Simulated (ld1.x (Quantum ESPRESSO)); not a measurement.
# What the settings do to the TM potential of Fe (Z = 26)

Base potential:

ld1.x (Quantum ESPRESSO) 7.5 input, shortened:

```
&input
   title='Fe', zed=26., rel=1, dft='PBESOL', iswitch=3,
   config='[Ar] 3d6 4s2 4p0'
 /
 &inputp
   pseudotype=2, tm=.true., lloc=-1, rcloc=2.30,
   nlcc=.true., new_core_ps=.true., rcore=0.60
 /
3
4S  1  0   2.00   0.00  2.30  2.30  0.0
4P  2  1   0.00   0.00  3.10  3.10  0.0
3D  3  2   6.00   0.00  0.95  0.95  0.0
 &test
   configts(1)='3d6 4s2 4p0'
 /
```

Cutoffs, loose and tight: the cutoffs (Ry, on a coarse ladder) from which the occupation-weighted sum of valence levels, in a spherical-Bessel basis at the reference potential, stays within 10 and 1 mRy of its value at 400 Ry. They do not see the model core or the augmentation charge, which bear on the density cutoff. Test errors are all-electron minus pseudo excitation energies from the reference, over the configurations 3d6 4s1 4p0; 3d6 4s0 4p0; 3d5 4s0 4p0; 3d6.5 4s1.5 4p0; 3d6 4s0 4p2; 3d5 4s2 4p0; 3d7 4s0 4p0. A dash means not determined; rows that change the core or the reference have their own tests. The largest error is taken over the tests solved by every variant that gives reliable tests at all: 3d5 4s0 4p0; 3d6 4s0 4p0; 3d6 4s0 4p2; 3d6 4s1 4p0; 3d6.5 4s1.5 4p0; 3d7 4s0 4p0.

A true bound ghost makes a file unfit for plane-wave use even where its test errors are small: the radial tests pick states by their node count and pass the ghost by. Where a test does run into it, the solver fails or the error is huge.

```csv
change,outcome,"cutoff, loose","cutoff, tight",bound ghosts,largest test error (meV)
base,generated,200 Ry,300 Ry,none,-337
"all radii but the core radius scaled by about 0.74 (s 1.72, p 2.30, d 0.70 bohr); local potential all-electron potential smoothed inside 1.72 bohr (lloc = -1)",generated,over 300 Ry,over 300 Ry,s,-247
"all radii but the core radius scaled by about 0.94 (s 2.16, p 2.92, d 0.90 bohr); local potential all-electron potential smoothed inside 2.16 bohr (lloc = -1)",generated,230 Ry,300 Ry,none,-325
"all radii but the core radius scaled by about 1.09 (s 2.50, p 3.38, d 1.04 bohr); local potential all-electron potential smoothed inside 2.50 bohr (lloc = -1)",generated,180 Ry,260 Ry,none,-372
"all radii but the core radius scaled by about 1.18 (s 2.72, p 3.68, d 1.12 bohr); local potential all-electron potential smoothed inside 2.72 bohr (lloc = -1)",generated,160 Ry,260 Ry,none,-463
"all radii but the core radius scaled by about 1.27 (s 2.92, p 3.94, d 1.20 bohr); local potential all-electron potential smoothed inside 2.92 bohr (lloc = -1)",generated,140 Ry,230 Ry,none,-590
"all radii but the core radius scaled by about 1.37 (s 3.14, p 4.24, d 1.30 bohr); local potential all-electron potential smoothed inside 3.14 bohr (lloc = -1)",generated,140 Ry,200 Ry,none,-759
```

Q: What comes out with this change to the base: all radii but the core radius scaled by about 0.87 (s 2.00, p 2.68, d 0.82 bohr); local potential all-electron potential smoothed inside 2.00 bohr (lloc = -1)?

A: outcome: generated; cutoff, loose: 260 Ry; cutoff, tight: 300 Ry; bound ghosts: none; largest test error (meV): -303.

Reading the sweep of the scale of all radii but the core radius (base = 1) (base included, trends over the rows without a ghost): The loose cutoff falls from 260 Ry at 0.87 to 140 Ry at 1.37. A larger radius leaves more room for a smooth pseudo-wave, so fewer plane waves are needed; a smaller one forces it to follow the all-electron wave where it bends sharply. The median size of the test errors (rows with all tests solved) rises from 59.0 meV at 0.87 to 97.2 meV at 1.37. More of the atom is replaced by a form fitted at one configuration, so other configurations suffer as the radius grows. Bound ghosts are found at 0.74.
